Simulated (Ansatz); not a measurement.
Relative stability

The two ends of one reaction step of BH₄BrO₃, singlet (PBE0-D4/def2-TZVP).

A:

```xyz
9
angstrom
B -0.6154 0.3305 0.2052
Br 2.5546 -1.2423 -1.3478
O -0.4980 0.6046 -1.1186
O -1.6696 0.7967 0.9304
H 1.7416 -1.0425 -0.1699
O 0.3363 -0.4314 0.8515
H 0.2845 0.2261 -1.5342
H -2.2785 1.3149 0.3994
H 0.1444 -0.5566 1.7840
```

B:

```csv
atom,x (Å),y (Å),z (Å)
B1,-0.4167,0.1791,-0.9586
Br2,1.1770,-0.8057,-1.4384
O3,-1.0565,0.9661,-1.8493
O4,-0.8689,0.0471,0.3085
H5,1.8449,-1.0046,1.9331
O6,1.1743,-0.5346,2.4328
H7,-0.6504,0.9891,-2.7187
H8,-1.6543,0.5768,0.4819
H9,0.4507,-0.4132,1.8085
```

Program: Ansatz 0.2.0. Basis: def2-TZVPP. Cores are frozen in the correlated methods. Filled d shells of the heavier atoms are correlated. The def2 sets are not built for correlating such inner shells, so the correlated values are less sure here. B3LYP uses VWN-RPA correlation.

Q: Which structure is lower at CCSD(T), and by how much? (To be estimated.)

A: The calculation gives: A, by 0.567 eV (electronic energy, against the other). By their contacts, A is a complex of BH₃O₃ ([OH][B]([OH])[OH]) + HBr and B is a complex of BH₂BrO₂ ([OH][B]([OH])[Br]) + H₂O.

All methods give the same order:

```csv
method,E(B) − E(A) (eV)
SPW92,0.744
PBE-D4,0.553
BLYP-D4,0.598
r2SCAN-D4,0.602
B97M-V,0.618
PBE0-D4,0.567
B3LYP-D4,0.615
r2SCAN0-D4,0.607
BHLYP-D4,0.639
CAM-B3LYP-D4,0.669
wB97X-V,0.577
wB97M-V,0.581
B2PLYP,0.594
PBE-QIDH,0.566
RPA on PBE,0.532
HF,0.618
MP2,0.528
CCSD,0.578
CCSD(T),0.567
```

T1 diagnostic: at most 0.010.

Labels in which every atom is bracketed show which atoms are joined, not bond orders.

For scale, one of the runs: CCSD(T)/def2-TZVPP, 228 basis functions, launched by `ansatz run in.yaml --threads 8 --pin off --events-out ev --progress --plain --max-ram 19148MiB`. Hardware: 8 CPU threads of an Arm Neoverse V2, shared host. Wall time 89 s; peak host memory 4.3 GiB.
